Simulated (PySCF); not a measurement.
System: 2,3,3,3-tetrafluoropropene, C3H2F4 (charge 0, singlet). SMILES: FC(F)(F)C(F)=C
Structure (B3LYP-D3(BJ)/def2-TZVP (Ansatz) minimum search):
```xyz
9

C      1.8358     0.7748    -0.3567
C      0.8867    -0.1272    -0.2203
F      1.1013    -1.4392    -0.3963
C     -0.5516     0.1397     0.1428
F     -0.7729     1.4505     0.3203
F     -0.8889    -0.4962     1.2785
F     -1.3818    -0.2951    -0.8212
H      1.6153     1.8191    -0.2050
H      2.8402     0.4775    -0.6210
```

Dispersion corrections to the total energy (kcal/mol) from the dftd3 and dftd4 libraries through PySCF: D3(BJ) without and D4 with the three-body term, each with the damping fitted for the functional named.

| functional | D3(BJ) | D4 |
|---|---|---|
| r2SCAN | -0.95 | -0.96 |
| BHLYP | -4.58 | -4.14 |
| B2PLYP | ___ | -2.68 |
| CAM-B3LYP | -2.57 | ___ |
| HSE06 | -2.14 | -2.93 |
| BLYP | -7.45 | -8.74 |
| TPSSh | ___ | -4.74 |

Q: Complete the blanks.

A: 
- B2PLYP, D3(BJ): -2.70
- CAM-B3LYP, D4: -3.17
- TPSSh, D3(BJ): -3.99
